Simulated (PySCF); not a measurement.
Numbering as in the mapped SMILES `[Cl:1][CH2:2][SiH2:3][c:4]1[cH:5][cH:6][cH:7][cH:8][n:9]1`. Hydrogens are named by the atom that carries them.

Calculated, not measured (PySCF 2.14): PBE0/pcSseg-1 with gauge-including orbitals, structure optimised with GFN2-xTB. One conformer, relativity neglected, no solvent model, averaged over atoms made equivalent by symmetry, fast rotation or ring inversion.

References, each an isolated molecule treated in the same way: $^{13}$C and $^{1}$H and $^{29}$Si against TMS; HCl for $^{35}$Cl; NH3 for $^{15}$N.

| atoms | nucleus | count | Hirshfeld charge | δ (ppm) |
| --- | --- | --- | --- | --- |
| H(Si3) | $^{1}$H | 2 | -0.08 | ? |
| C6 | $^{13}$C | 1 | -0.03 | 139.9 |
| H(C7) | $^{1}$H | 1 | 0.06 | 7.38 |
| Si3 | $^{29}$Si | 1 | 0.33 | -45.4 |
| H(C8) | $^{1}$H | 1 | 0.05 | 8.97 |
| H(C2) | $^{1}$H | 2 | 0.05 | 3.65 |
| Cl1 | $^{35}$Cl | 1 | -0.08 | -9 |
| C7 | $^{13}$C | 1 | -0.05 | 128.7 |
| C2 | $^{13}$C | 1 | -0.13 | ? |
| H(C6) | $^{1}$H | 1 | 0.06 | ? |
| N9 | $^{15}$N | 1 | -0.15 | 375.5 |
| H(C5) | $^{1}$H | 1 | 0.05 | ? |
| C8 | $^{13}$C | 1 | 0.02 | 155.5 |
| C5 | $^{13}$C | 1 | -0.05 | ? |
| C4 | $^{13}$C | 1 | -0.03 | 167.3 |

**Question.** Complete the table.

**Answer.** 
- C5: 136.3 ppm, aromatic CH; the aromatic region
- C2: 29.6 ppm, sp3 CH2 bonded to Cl and Si; pulled downfield by the heteroatom
- H(C6): 7.89 ppm, hydrogen on an aromatic CH; it sits in the deshielding region of the aromatic ring current
- H(C5): 7.70 ppm, hydrogen on an aromatic CH; the ring current deshields protons in the ring plane
- H(Si3): 4.83 ppm, hydrogen on a silicon bonded to 2 C

Carbons that carry Cl, above all several Cl atoms, come out too deshielded, partly because spin–orbit coupling is missing. Shifts are as computed. Against solution values, carbons near 30 ppm lie about +3 ppm off and those near 130 ppm about +5 ppm; carbons on Cl a further +6 ppm. Of 1309 compounds with measured shifts, 239 miss one by over three times the rms of a fit or turn the order of signals round; such compounds aren't used in these exercises. Experimental scales use liquid or dissolved standards, which lie at an offset from isolated NH3 (liquid NH3: subtract about 20 ppm). Unscaled 15N shifts of sp2 nitrogen come out 20 to 40 ppm too high even then.
